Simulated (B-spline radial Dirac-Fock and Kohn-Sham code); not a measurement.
# X-ray form factors of germanium in several charge states

These are calculated numbers from a B-spline atomic structure program; the model is configuration-average Dirac-Fock orbitals.

Configurations: Ge [Ar] 3d10 4s2 4p2; Ge⁺ [Ar] 3d10 4s2 4p1; Ge⁴⁺ [Ar] 3d10; Ge⁵⁺ [Ar] 3d9. The first column is f₀ of Ge, the others are differences from it.

```
s (Å⁻¹)      Ge   Δ Ge⁺  Δ Ge⁴⁺  Δ Ge⁵⁺
      0  32.000  -1.000  -4.000  -5.000
   0.05  31.276  -0.782  -3.468  -4.445
    0.1  29.533  -0.364  -2.286  -3.196
   0.15  27.499  -0.067  -1.144  -1.952
    0.2  25.562  +0.048  -0.368  -1.053
   0.25  23.788  +0.060  +0.043  -0.510
    0.3  22.136  +0.040  +0.206  -0.220
   0.35  20.561  +0.019  +0.230  -0.080
    0.4  19.049  +0.005  +0.191  -0.020
   0.45  17.600  -0.002  +0.134  +0.002
    0.5  16.229  -0.005  +0.079  +0.007
    0.6  13.771  -0.004  +0.004  +0.005
    0.7  11.745  -0.002  -0.025  +0.004
    0.8  10.150  -0.001  -0.027  +0.005
    0.9   8.936   0.000  -0.019  +0.007
      1   8.027   0.000  -0.010  +0.009
    1.1   7.347   0.000  -0.002  +0.009
    1.2   6.829   0.000  +0.002  +0.008
    1.4   6.077   0.000  +0.003  +0.006
    1.6   5.493   0.000  -0.001  +0.004
```
